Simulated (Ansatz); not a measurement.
Consider the redistribution: `N[SiH2][GaH2]` + `C[CH2][GeH2][SiH3]` → `[SiH3][GeH2][GaH2]` + `CC[SiH2]N`.

Gas-phase electronic energies from Ansatz, PBE0-D4/def2-TZVP geometries. CBS: MP2 limit from def2 TZ/QZ plus the TZ coupled-cluster correction, frozen cores. For Ga, Ge outer-core shells are correlated without core-valence functions, which leaves a few kJ/mol of doubt a bond. Scalar relativity is left out up to krypton. Each species was taken in one conformer, which may not be the lowest.

```
             species  CCSD(T)/CBS(def2) energy (Eh)
     `N[SiH2][GaH2]`                    -2271.33200
`C[CH2][GeH2][SiH3]`                    -2447.31164
`[SiH3][GeH2][GaH2]`                    -4293.32361
         `CC[SiH2]N`                     -425.33899
```

**Question.** Work out ΔE.

**Answer.** ΔE = (-4293.32361) + (-425.33899) − (-2271.33200) − (-2447.31164) = -0.01896 Eh = -49.8 kJ/mol.

Largest T1 diagnostic among the species: 0.013.

In def2-TZVPP, CCSD(T) changes the Hartree–Fock value by +6.3 kJ/mol (the triples alone add +0.8 kJ/mol) and MP2 by +3.3 kJ/mol.
